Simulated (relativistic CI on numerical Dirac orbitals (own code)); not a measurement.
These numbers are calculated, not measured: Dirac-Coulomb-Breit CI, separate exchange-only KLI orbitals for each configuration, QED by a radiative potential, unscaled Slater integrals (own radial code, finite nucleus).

The strongest absorption lines from the ground level of an ion, among the configurations computed and to levels below about 5500 eV (vacuum wavelength in Å, gf): 2.6220 (0.4), 2.6707 (0.071), 2.6795 (1.4), 2.7990 (0.046), 25.581 (0.16).

Q: Which ion is it?
A. Sb⁴³⁺
B. Sb⁴⁵⁺
C. Pr⁵³⁺
D. Cs⁴⁹⁺

A: B. Sb⁴⁵⁺ has 6 electrons and the ground level 2s²2p² ³P0; the strongest line goes to 2s²2p3d ³D°1. The pattern of lines fixes the number of electrons, and along that sequence the line energies rise steadily with the charge (about as its square where n changes within one kind of shell, about linearly where n is kept but much faster in heavy ions where fine structure, which grows about as Z⁴, sets the gap, and irregularly where shells cross), which fixes Z. Configurations outside the model, such as inner-shell arrays, can give stronger lines. At this charge energies of transitions that change n are usually good to better than 1 %, and those within a shell (Δn = 0) to a few per cent.

LS names give the leading component of a level, which can be under half, so a name can repeat, a term be missing and a line seem to break the LS rules.
